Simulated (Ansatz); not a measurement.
Input file for Ansatz (a program for electronic structure): R-B3LYP/def2-TZVPP on CH4Sn (SMILES [CH3][SnH]), atoms moved off the minimum. Elements past Kr take the def2 small-core potentials; no spin–orbit coupling.

Ansatz 0.2 input:
```yaml
crystal:
  periodic: [false, false, false]
  atoms:
    - {symbol: Sn, position_ang: [0.11056390, 0.28905030, 0.29248500]}
    - {symbol: H, position_ang: [-0.43961765, 1.47833130, -1.02869508]}
    - {symbol: C, position_ang: [0.16643190, -1.32996310, -1.19224820]}
    - {symbol: H, position_ang: [0.70334551, -1.33829477, -1.96731528]}
    - {symbol: H, position_ang: [-1.05128257, -1.48361827, -1.69078927]}
    - {symbol: H, position_ang: [0.25376420, -2.37315750, -0.50457160]}
basis:
  gaussian:
    orbitals: def2-TZVPP
hamiltonian:
  xc: {name: B3LYP}
scf: {lower_state_search: off}
output: {forces: true}
```

Q: Give the final energy of this run.

A: -254.8245 hartree.
